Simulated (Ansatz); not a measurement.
Gas-phase electronic energies from Ansatz, PBE0-D4/def2-TZVP geometries. CCSD(T)/CBS is the MP2 limit (def2-TZVPP, def2-QZVPP) plus CCSD(T) − MP2 in def2-TZVPP, frozen cores. For Ge outer-core shells are correlated without core-valence functions, which leaves a few kJ/mol of doubt a bond. Scalar relativity is left out up to krypton. Each species was taken in one conformer, which may not be the lowest.

Reaction (redistribution): `[GeH3][SiH2][GeH3]` + `CN(C)BF` → `C[N]([GeH3])BF` + `C[SiH2][GeH3]`

`[GeH3][SiH2][GeH3]`:

Z-matrix (Å, degrees):
```
Ge
Si 1 2.379
H 1 1.538 2 110.1
H 1 1.538 2 111.3 3 120.4
H 1 1.538 2 110.1 3 -119.3
Ge 2 2.379 1 110.5 3 59.7
H 2 1.489 1 109.5 3 -179.6
H 2 1.489 1 109.5 3 -61.1
H 6 1.538 2 110.1 1 -59.6
H 6 1.538 2 110.1 1 59.7
H 6 1.538 2 111.3 1 -180.0
```

`CN(C)BF`:

Z-matrix (Å, degrees):
```
C
N 1 1.441
H 1 1.096 2 111.0
H 1 1.096 2 111.0 3 119.8
H 1 1.090 2 109.9 3 -120.1
C 2 1.444 1 114.5 3 -60.0
B 2 1.390 1 122.2 3 120.0
H 6 1.096 2 110.8 1 59.7
H 6 1.096 2 110.8 1 -59.9
H 6 1.089 2 110.1 1 179.9
F 7 1.341 2 120.0 1 -180.0
H 7 1.197 2 121.3 1 0.0
```

`C[N]([GeH3])BF`:

Z-matrix (Å, degrees):
```
C
N 1 1.452
H 1 1.095 2 111.5
H 1 1.091 2 110.0 3 -119.8
H 1 1.095 2 111.5 3 120.5
Ge 2 1.862 1 115.4 3 -60.3
B 2 1.393 1 120.9 3 119.7
H 6 1.539 2 107.2 1 58.7
H 6 1.527 2 109.6 1 -179.8
H 6 1.539 2 107.2 1 -58.3
F 7 1.341 2 120.3 1 -180.0
H 7 1.199 2 121.7 1 0.0
```

`C[SiH2][GeH3]`:

Cartesian coordinates in Å:
```
C -0.968 -0.194 -1.447
Si -0.759 0.268 0.358
Ge 1.492 -0.027 1.071
H -2.004 -0.056 -1.762
H -0.697 -1.239 -1.613
H -0.332 0.426 -2.082
H -1.643 -0.573 1.212
H -1.144 1.691 0.575
H 2.450 0.846 0.238
H 1.933 -1.493 0.900
H 1.672 0.352 2.551
```

```csv
species,CCSD(T)/CBS(def2) energy (Eh)
`[GeH3][SiH2][GeH3]`,-4446.10285
`CN(C)BF`,-259.69840
`C[N]([GeH3])BF`,-2297.75856
`C[SiH2][GeH3]`,-2408.05773
```

**Question.** Work out ΔE.

**Answer.** ΔE = (-2297.75856) + (-2408.05773) − (-4446.10285) − (-259.69840) = -0.01504 Eh = -0.41 eV.

Largest T1 diagnostic among the species: 0.012.

Leaving LDA and LC-ωPBE aside and taking each functional with its dispersion term where it has one, the values, not all of them listed here, spread over 0.17 eV, from ωB97M-V to PBE-D4. LDA lies +0.05 eV from PBE without D4. At CCSD(T), def2-SVP lies +0.14 eV from the extrapolated value and def2-TZVPP −0.01 eV.
